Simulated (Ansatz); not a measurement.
Gas-phase electronic energies from Ansatz, PBE0-D4/def2-TZVP geometries. CCSD(T)/CBS is the MP2 limit (def2-TZVPP, def2-QZVPP) plus CCSD(T) − MP2 in def2-TZVPP, frozen cores. DFT in def2-TZVPP. HSE06 is defined as in plane-wave codes. For Ge outer-core shells are correlated without core-valence functions, which leaves a few kJ/mol of doubt a bond. Scalar relativity is left out up to krypton. One conformer a species, not always the lowest.

Reaction (germylene formation by 1,1-elimination): `C[O][Ge]([O]C)([O]C)[Si](Cl)(Cl)Cl` → `C[O][Ge][O]C` + `CO[Si](Cl)(Cl)Cl`

```tsv
level	ΔE (kJ/mol)	difference from CCSD(T)/CBS
PBE0-D4	-11.4	13.9
HSE06-D4	-11.2	14.1
BHLYP-D4	-22.2	3.1
CAM-B3LYP-D4	-34.0	-8.7
BLYP	-82.9	-57.6
r2SCAN	-26.5	-1.2
LC-ωPBE	-20.9	4.4
MP2/def2-SVP	-2.3	23.0
CCSD(T)/def2-TZVPP	-10.1	15.2
MP2/CBS(def2)	-22.2	3.1
CCSD(T)/CBS	-25.3	0
```

Largest T1 diagnostic among the species: 0.015.

In def2-TZVPP, CCSD(T) changes the Hartree–Fock value by +35.3 kJ/mol (the triples alone add +4.7 kJ/mol) and MP2 by +38.4 kJ/mol. At CCSD(T), def2-SVP lies +16.0 kJ/mol from the extrapolated value and def2-TZVPP +15.2 kJ/mol.
